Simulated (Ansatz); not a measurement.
Geometry optimisation, RKS BHLYP/def2-SVP (Ansatz).

Input:

```yaml
crystal:
  periodic: [false, false, false]
  atoms:
    - { symbol: Ga, position_ang: [0.182761, 0.801578, 1.953547] }
    - { symbol: C, position_ang: [-0.342516, -1.425998, -0.394739] }
    - { symbol: C, position_ang: [0.849444, -1.395131, -1.334421] }
    - { symbol: H, position_ang: [-0.765225, 0.209181, 3.056486] }
    - { symbol: H, position_ang: [1.714553, 0.468305, 2.062362] }
    - { symbol: H, position_ang: [-0.821895, -0.455037, -0.335469] }
    - { symbol: Si, position_ang: [-0.643288, 2.199738, 0.250931] }
    - { symbol: H, position_ang: [-1.108621, -2.130656, -0.72919] }
    - { symbol: H, position_ang: [-0.051061, -1.739124, 0.615552] }
    - { symbol: H, position_ang: [0.552885, -1.069836, -2.335101] }
    - { symbol: H, position_ang: [1.306454, -2.383994, -1.429023] }
    - { symbol: H, position_ang: [1.624086, -0.707492, -0.983073] }
    - { symbol: H, position_ang: [-2.061197, 1.912396, -0.084094] }
    - { symbol: H, position_ang: [-0.575777, 3.618834, 0.693116] }
    - { symbol: H, position_ang: [0.139399, 2.097239, -1.006784] }
basis:
  gaussian: { orbitals: def2-SVP }
hamiltonian:
  xc: { name: BHLYP }
relax:
  f_tol: 0.03
  max_steps: 50
```

Launched with:

```bash
$ ansatz run input.yaml --threads 4 --pin off --max-ram 5120MiB --backend cpu --events-out ev --progress --plain --runs-dir out
```

Task: Where does it end, and by what steps?

Result: It converged. The force dipped under the threshold on the way, but the program's further checks kept it going. After 11 steps the energy has fallen by 0.070 eV; H8 moved furthest, 0.42 Å.

```csv
step,energy less start (eV),largest force component (eV/Å),accepted
0,0.0000,0.613,yes
1,-0.0510,0.123,yes
2,-0.0546,0.048,yes
3,-0.0568,0.046,yes
4,-0.0591,0.337,yes
5,-0.0647,0.054,yes
6,-0.0670,0.034,yes
7,-0.0578,0.226,no
8,-0.0683,0.045,yes
9,-0.0614,0.222,no
10,-0.0693,0.007,yes
11,-0.0696,0.018,yes
```

```xyz
15
Properties=species:S:1:pos:R:3
Ga 0.096 0.754 1.859
C -0.282 -1.552 -0.362
C 0.847 -1.503 -1.376
H -0.909 0.070 2.853
H 1.613 0.359 1.952
H -0.935 -0.677 -0.444
Si -0.641 2.473 0.320
H -0.920 -2.430 -0.499
H 0.106 -1.616 0.664
H 0.459 -1.460 -2.398
H 1.486 -2.387 -1.301
H 1.482 -0.625 -1.227
H -2.069 2.309 -0.055
H -0.491 3.814 0.947
H 0.158 2.472 -0.932
```

Time of the run: 55 s on 4 threads of Arm Neoverse N1, with other jobs on the host, peak memory 0.35 GiB.
